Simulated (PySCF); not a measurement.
Radial density of Dy²⁺ (dysprosium, charge +2)

UHF, [Xe] 4f9 6s1, 6s spin antiparallel (an excited configuration). Computed with PySCF 2.14 in cc-pVDZ-X2C, with scalar relativity by spin-free X2C-1e.

```
r (bohr)  4πr²ρ (e/bohr)  4πr²(ρα − ρβ)
  0.0180           86.29         0.0020
  0.0304           78.29         0.0078
  0.0511           109.0         0.0063
  0.0859           105.2         0.0177
   0.144           95.23         0.2811
   0.243           80.88         1.9635
   0.409           49.36         5.8563
   0.687           37.49         5.8639
    1.16           12.69         2.0464
    1.94           3.556         0.0648
    3.27          0.4652        -0.3655
    5.50         0.09306        -0.0930
    9.25       0.0003827        -0.0004
```

Densities and radii are taken from the X2C orbitals without a picture-change correction, which distorts them close to the nucleus.

⟨L²⟩ = 24.10 against 30 for a pure H term, so this real determinant mixes terms. Spin-orbit coupling, absent here, splits the open shell strongly. With the s spin flipped the determinant is a mixture of two multiplicities, not a spectroscopic state.
